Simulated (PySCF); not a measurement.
## How methods differ on the ionisation energy of Cr⁺

Cr⁺ [Ar] 3d5 [3d3/2^4 3d5/2^1, M_J = 5/2] → Cr²⁺ [Ar] 3d4 [3d3/2^4, M_J = 0], as a difference of total energies. Calculation: PySCF 2.14, in x2c-SVPall-2c (5s5p3d1f, 42 functions); the two-component X2C-1e Hamiltonian. Correlated levels: [Ne] frozen; the 6 highest virtual spinors dropped. "Screened" scales the spin-orbit matrix elements by Boettger's factors to mimic the two-electron term; Breit and QED terms are absent.

| method | ionisation energy (eV) | error (eV) |
| --- | --- | --- |
| GHF (spin-free) | 15.019 | -1.467 |
| GMP2 (spin-free) | 15.949 | -0.537 |
| GHF (screened spin-orbit) | 14.987 | -1.499 |
| GMP2 (screened spin-orbit) | 15.917 | -0.569 |

Reference: 16.486 eV (measured; NIST Atomic Spectra Database, ionization energies).

Errors of the correlated levels include the incompleteness of this basis and the frozen core.

The labels give the starting determinants; with spin-orbit coupling the two ends relaxed to ⟨J²⟩ = 8.75, ⟨L²⟩ = 0.00, ⟨S²⟩ = 8.75 and ⟨J²⟩ = 3.94, ⟨L²⟩ = 6.00, ⟨S²⟩ = 6.00.

The determinant of Cr²⁺ mixes levels of different J (the jj label is only the starting occupation), so the difference between spin-free and spin-orbit rows is not the physical spin-orbit shift.
